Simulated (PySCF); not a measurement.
**Identify the compound**

An unknown has the formula C₆H₁₄Si₂. Its calculated NMR data are:

1H NMR (600 MHz, computed): δ 4.26 (s, 3H), 4.24 (s, 2H), 1.15 (s, 9H).

13C{1H} NMR (computed): δ 119.2 (C), 113.6 (C), 29.1 (CH3), 21.9 (C).

PySCF 2.14 calculation with geometry from GFN2-xTB and PBE0/pcSseg-1 with gauge-including orbitals; no relativistic terms, no solvent model, single conformer, equivalent nuclei averaged.

Scale: 1H, 13C vs TMS (reference shieldings calculated alike).

Q: Propose a structure and justify it.

A: 
1. The formula gives 2 degrees of unsaturation (no ring in the answer).
2. 4 carbon signals for 6 carbons: some carbons are equivalent by symmetry or fast rotation.
3. Carbon types of the structure: 3 × C, 3 × CH3, leaving 5 H on heteroatoms.
4. δC 119.2, 113.6: alkyne carbon.
5. δC 29.1: methyl carbon; saturated and bonded to C and H only.
6. δC 21.9: fully substituted sp3 carbon bonded to Si.
7. δH 4.26: hydrogen on a silicon bonded to C.
8. δH 4.24: hydrogen on a silicon bonded to 2 C.
9. δH 1.15: hydrogen on a methyl carbon.

Structure: `CC(C)(C)[SiH2]C#C[SiH3]`.

The shifts were computed for this structure.

Shifts are as computed. Against solution values, carbons near 30 ppm lie about +3 ppm off and those near 130 ppm about +5 ppm. Of 1211 compounds with measured shifts, 218 miss one by over three times the rms of a fit or turn the order of signals round; such compounds aren't used in these exercises. Multiplicities follow the n + 1 count of equivalent neighbours, as no J values were calculated; m marks all less simple cases, F and P coupling included.
